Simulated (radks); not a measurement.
The platinum ion Pt2+, 76 electrons, occupied as [Xe] 4f14 5d8 (the NIST ground configuration). Calculated with a radial shooting solver on a logarithmic mesh with Libxc functionals: scalar-relativistic Kohn-Sham, LDA (Slater exchange, VWN5 correlation), spin-polarised, spherical densities, point nucleus; open shells are filled with parallel spins first (spin-orbit coupling, left out, can overturn this in heavy ions); hard spherical wall at 8 bohr.

Unscreened Slater integrals over Kohn-Sham orbitals (hartree). They are taken over the spin-up orbitals. Empty in this configuration: 6s.

F0(5d,5d): 0.58282
F2(5d,5d): 0.30100
F4(5d,5d): 0.19864
F0(5d,5p): 0.66984
F2(5d,5p): 0.32731
G1(5d,5p): 0.39093
G3(5d,5p): 0.24135
F0(5d,4f): 0.75814
F2(5d,4f): 0.17289
F4(5d,4f): 0.079934
G1(5d,4f): 0.056556
G3(5d,4f): 0.052964
G5(5d,4f): 0.042287
F0(5d,6s): 0.42666
G2(5d,6s): 0.10891
F0(5p,5p): 0.81818
F2(5p,5p): 0.44036
F0(5p,4f): 1.0085
F2(5p,4f): 0.31378
G2(5p,4f): 0.12157
G4(5p,4f): 0.10227
F0(5p,6s): 0.45158
G1(5p,6s): 0.036055
F0(4f,4f): 1.7736
F2(4f,4f): 0.87661
F4(4f,4f): 0.55724
F6(4f,4f): 0.40303
F0(4f,6s): 0.47998
G3(4f,6s): 0.014146
F0(6s,6s): 0.36670

Derived for the open shells (J is the average intra-shell exchange parameter used in DFT+U). 5d: Racah B = F2/49 - 5 F4/441 = 0.003891 hartree, C = 35 F4/441 = 0.01576 hartree, C/B = 4.05, F4/F2 = 0.660, J = (F2 + F4)/14 = 0.03569 hartree.
